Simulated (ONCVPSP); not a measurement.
V (Z = 23), ONCV: configuration errors across variants

vanadium (V), optimised norm-conserving Vanderbilt (ONCV), made with ONCVPSP 4.0.1 (PBEsol, scalar-relativistic). Core [Ne], reference 3s2 3p6 3d3 4s1.5 4p0.5. Waves: 3s+4s: rc 1.80 bohr, ncon 4, nbas 7, qcut 6.7 1/bohr, 3 projectors, debl 3.1 Ha; 3p+4p: rc 2.05 bohr, ncon 4, nbas 7, qcut 7.5 1/bohr, 2 projectors; 3d: rc 1.65 bohr, ncon 4, nbas 9, qcut 8.9 1/bohr, 2 projectors, debl 0.7 Ha. Local part: polynomial inside 1.65 bohr (lpopt 2, dvloc0 1 Ha). Core correction: none.

All-electron excitation energies from the reference (eV): (1) 3s2 3p6 3d3 4s2 4p0 -1.665; (2) 3s2 3p6 3d3 4s1 4p0 6.085; (3) 3s2 3p6 3d3 4s0 4p0 20.289; (4) 3s2 3p6 3d3 4s0 4p2 5.214.

Errors AE − PS in meV (a dash: test not solved or not reliable):

| change | (1) | (2) | (3) | (4) | bound ghosts | GHOST(+) flags above zero |
| --- | --- | --- | --- | --- | --- | --- |
| base | +0.1 | -0.2 | -0.3 | -0.2 | none | none |
| s: qcut 4.4; p: qcut 4.9; d: qcut 5.8 | +0.1 | 0.0 | -1.0 | -1.0 | none | none |
| s: qcut 5.7; p: qcut 6.4; d: qcut 7.6 | +0.1 | -0.2 | -0.5 | -0.5 | none | none |
| s: qcut 7.3; p: qcut 8.1; d: qcut 9.6 | +0.2 | -0.2 | -0.2 | -0.1 | none | none |
| s: qcut 8.3; p: qcut 9.3; d: qcut 11 | +0.2 | -0.3 | -0.1 | 0.0 | none | none |
| s: qcut 9.8; p: qcut 10.9; d: qcut 13 | +0.2 | -0.3 | -0.1 | +0.1 | none | none |

Problem. Give the same row for: s: qcut 6.3; p: qcut 7; d: qcut 8.3.

Solution. +0.1, -0.2, -0.4, -0.3; bound ghosts: none; GHOST(+) flags above zero: none.
